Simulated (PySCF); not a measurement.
Sn(H)3(NCO) (CH3NOSn), SMILES O=C=[N][SnH3]. Atoms are numbered in the order given.

```xyz
7

Sn    -0.8942    -0.0887    -0.0179
N      1.0893     0.3059    -0.1194
C      2.2736     0.2270     0.0444
O      3.4373     0.1820     0.1824
H     -1.1827    -0.7281     1.5388
H     -1.6573     1.4144    -0.2696
H     -1.2127    -1.2106    -1.2634
```
Charge 0, spin multiplicity 1.

Coordinates come from a PBE0-D3(BJ)/def2-SVP optimisation. The def2 effective core potentials stand for the cores of Sn; spin–orbit coupling is left out.

Calculation: C-PCM-M06-2X/def2-SVP (PySCF).

The values are the electrostatic part of the solvation free energy, E(continuum) − E(gas) at the gas-phase geometry, in a cavity of scaled van der Waals radii (PySCF's table); cavitation and dispersion terms are not included. A continuum can't describe solvent molecules that bind to the metal. In vacuum the orbital gap is 9.74 eV. The dipole moment in vacuum is 3.95 D.

Estimate the values in water (ε = 78.36), chlorobenzene (ε = 5.70), ethylethanoate (ε = 5.99). (Estimate from the structure and the level; the computed values follow.)


```tsv
solvent	ε	ΔG(elec) (kcal/mol)	dipole (D)	gap (eV)
water	78.36	-4.0	4.87	10.24
chlorobenzene	5.70	-3.3	4.70	10.15
ethylethanoate	5.99	-3.3	4.70	10.15
```
